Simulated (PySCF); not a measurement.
C₅H₁₃OSi (doublet state).
Structure used (GFN2-xTB), in Å, numbered top down from 1:
```
atom  x, y, z in Å
C1    -2.0528   -0.1577    1.4606
C2    -1.2907   -0.2213    0.1397
C3    -2.0405    0.5090   -0.9711
O4    -0.0340    0.3543    0.3393
Si5    1.2958    0.3551   -0.6172
C6     1.8268   -1.4354   -1.0351
C7     2.5547    1.2734    0.4671
H8    -2.1883    0.8802    1.7544
H9    -1.4885   -0.6659    2.2387
H10   -3.0250   -0.6324    1.3600
H11   -1.1607   -1.2751   -0.1512
H12   -3.0330    0.0863   -1.1001
H13   -1.4879    0.4237   -1.9040
H14   -2.1293    1.5624   -0.7175
H15    1.0737   -1.9553   -1.6215
H16    2.7540   -1.4578   -1.5977
H17    1.9796   -2.0022   -0.1164
H18    2.3349    2.3332    0.5311
H19    3.5537    1.1642    0.0593
H20    2.5524    0.8720    1.4782
```

The hyperfine couplings belong to this conformer and change with its torsions.

Identity: `CC(C)O[Si](C)C` [radical].

The calculation used UKS B3LYP, pcH-1 on C H O Si, non-relativistic, mean-field spin-orbit, GIAO (PySCF 2.14.0). Isolated species at its GFN2-xTB geometry (one conformer only). A GFN2-xTB geometry isn't a minimum of the functional, and hyperfine couplings can be far from their values at a DFT geometry, by a factor of two or more for some ions and for spin on atoms past the first row. The SCF solution wasn't tested for stability.

Principal values of hyperfine tensors in MHz (contact, dipolar and spin–orbit terms together), for some of the nuclei:

| atom | isotope | A1 | A2 | A3 |
| --- | --- | --- | --- | --- |
| C6 | 13C | 64.50 | 65.09 | 85.97 |
| C7 | 13C | 49.63 | 50.37 | 66.76 |
| H17 | 1H | 40.61 | 45.41 | 50.75 |
| H20 | 1H | 34.34 | 38.05 | 43.22 |
| O4 | 17O | -48.77 | 1.35 | 2.24 |
| H16 | 1H | -10.41 | -7.41 | 2.68 |
| C1 | 13C | 3.82 | 3.83 | 5.19 |
| H19 | 1H | -8.57 | -6.14 | 2.51 |

Question: Split each tensor into its isotropic and traceless parts, and turn a_iso into mT with g = 2.0027.

Answer: a_iso = (A1 + A2 + A3)/3, Ti = Ai − a_iso; 1 mT corresponds to 28.031 MHz. The tensors hold a spin–orbit part: the run splits a_iso into a_FC + a_SO, and T includes its anisotropic share.

| atom | a_iso (MHz) | a_FC | a_SO | a_iso (mT) | T1 | T2 | T3 |
| --- | --- | --- | --- | --- | --- | --- | --- |
| C6 | 71.85 | 71.84 | 0.01 | 2.563 | -7.35 | -6.76 | 14.12 |
| C7 | 55.59 | 55.58 | 0.01 | 1.983 | -5.96 | -5.21 | 11.18 |
| H17 | 45.59 | 45.59 | 0.00 | 1.626 | -4.98 | -0.19 | 5.16 |
| H20 | 38.54 | 38.54 | 0.00 | 1.375 | -4.19 | -0.49 | 4.68 |
| O4 | -15.06 | -14.98 | -0.08 | -0.537 | -33.71 | 16.41 | 17.30 |
| H16 | -5.05 | -5.05 | 0.00 | -0.180 | -5.37 | -2.36 | 7.73 |
| C1 | 4.28 | 4.28 | 0.00 | 0.153 | -0.46 | -0.45 | 0.91 |
| H19 | -4.07 | -4.07 | 0.01 | -0.145 | -4.51 | -2.08 | 6.58 |

Question: What spin density at the nucleus of C7 lies behind its contact coupling (g_N = 1.40482)?

Answer: a_FC = (2μ0/3) gₑ μB g_N μN ρ(0)/(2S·h) = 800.24 MHz × g_N × ρ(0)/(2S), with ρ in bohr⁻³. With a_FC = 55.58 MHz and 2S = 1, ρ(0) = 0.04944 bohr⁻³.

Question: Si5 (29Si, g_N = -1.11058) isn't in the table. Its spin density at the nucleus is 0.6123 bohr⁻³. What is its contact coupling?

Answer: By the same relation, a_FC = -544.2 MHz. The spin–orbit term adds +0.91 MHz. Its full tensor has the principal values -689.83, -470.72, -469.31 MHz.

Question: Name the largest traceless tensor T of the table and describe it.

Answer: O4: -33.7, 16.4, 17.3 MHz, nearly axial, close to the ratio +1:+1:−2.

Question: In a single crystal, with the field along each principal axis of the tensor of H17 in turn, what first-order splitting does this nucleus give (isotropic g, quadrupole terms neglected)?

Answer: 2 lines (I = 1/2), spaced by |A_i|/(g × 13.996): 1.45, 1.62, 1.81 mT along the axes of A1, A2 and A3.

On one thread, AMD EPYC 7R43 (x86_64), no GPU, on a shared host, this took 2.1 min wall (grids of density and orbitals included) and 1.1 GiB of memory at its peak.
